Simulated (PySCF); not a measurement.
# ORD: `C[C@H]1NC[C@H]1[S@](C)=O`, C₅H₁₁NOS

Molfile (atoms numbered from 1):
```
C5H11NOS
     RDKit          3D

 19 19  0  0  0  0  0  0  0  0999 V2000
   -1.4297   -1.6845   -0.2123 C   0  0  0  0  0  0  0  0  0  0  0  0
   -1.2432   -0.3017   -0.8168 C   0  0  1  0  0  0  0  0  0  0  0  0
   -1.9300    0.7991   -0.1234 N   0  0  0  0  0  0  0  0  0  0  0  0
   -0.6750    1.2780    0.4585 C   0  0  0  0  0  0  0  0  0  0  0  0
    0.1037    0.3692   -0.4920 C   0  0  1  0  0  0  0  0  0  0  0  0
    1.3691   -0.7177    0.3125 S   0  0  0  0  0  4  0  0  0  0  0  0
    2.5528    0.6681    0.6211 C   0  0  0  0  0  0  0  0  0  0  0  0
    1.9588   -1.5116   -0.7649 O   0  0  0  0  0  0  0  0  0  0  0  0
   -0.7243   -2.3810   -0.6584 H   0  0  0  0  0  0  0  0  0  0  0  0
   -2.4408   -2.0409   -0.3990 H   0  0  0  0  0  0  0  0  0  0  0  0
   -1.2594   -1.6589    0.8631 H   0  0  0  0  0  0  0  0  0  0  0  0
   -1.4989   -0.3227   -1.8815 H   0  0  0  0  0  0  0  0  0  0  0  0
   -2.6516    0.5216    0.5319 H   0  0  0  0  0  0  0  0  0  0  0  0
   -0.5200    1.0173    1.5130 H   0  0  0  0  0  0  0  0  0  0  0  0
   -0.5393    2.3547    0.3327 H   0  0  0  0  0  0  0  0  0  0  0  0
    0.5722    0.8632   -1.3400 H   0  0  0  0  0  0  0  0  0  0  0  0
    2.8479    1.1020   -0.3276 H   0  0  0  0  0  0  0  0  0  0  0  0
    2.0754    1.4040    1.2569 H   0  0  0  0  0  0  0  0  0  0  0  0
    3.4225    0.2510    1.1187 H   0  0  0  0  0  0  0  0  0  0  0  0
  1  2  1  0
  2  3  1  0
  3  4  1  0
  4  5  1  0
  5  6  1  0
  6  7  1  6
  6  8  2  0
  5  2  1  0
  1  9  1  0
  1 10  1  0
  1 11  1  0
  2 12  1  6
  3 13  1  0
  4 14  1  0
  4 15  1  0
  5 16  1  6
  7 17  1  0
  7 18  1  0
  7 19  1  0
M  END
```

Method used: TDDFT CAM-B3LYP/def2-SVPD circular dichroism and optical rotation, one conformer, gas phase in PySCF. Geometry: GFN2-xTB.

The molecule is flexible and this is one conformer; a measurement averages over conformers.

Stereocentres: C2 R, C5 R, S6 S.

Q: Give the optical rotatory dispersion at 633, 589.3, 546, 436, 405, 365, 355 nm.

A: [α] in deg dm⁻¹ (g/mL)⁻¹:
| λ (nm) | origin-invariant length gauge | modified velocity gauge | length gauge (centre of mass) | isotropic polarisability (au) |
| --- | --- | --- | --- | --- |
| 633 | +76.5 | +69.7 | +76.9 | 92.1 |
| 589.3 | +90.0 | +81.9 | +90.5 | 92.5 |
| 546 | +107.5 | +97.8 | +108.1 | 92.9 |
| 436 | +188.0 | +170.2 | +189.1 | 94.6 |
| 405 | +229.7 | +207.6 | +231.1 | 95.4 |
| 365 | +312.0 | +281.3 | +313.9 | 96.8 |
| 355 | +340.7 | +307.0 | +342.8 | 97.3 |

Q: And for the mirror image at 589.3 nm?

A: -90.0 deg dm⁻¹ (g/mL)⁻¹ (origin-invariant length gauge): the same size and the opposite sign.

Q: What is the molar rotation [Φ] = [α]·M/100 of the geometry above at 589.3 nm?

A: With M = 133.21 g/mol, +119.8 deg cm² dmol⁻¹ (origin-invariant length gauge).

The first excitation lies at 5.92 eV (209 nm) with R = +49.4 × 10⁻⁴⁰ esu² cm² (velocity form).
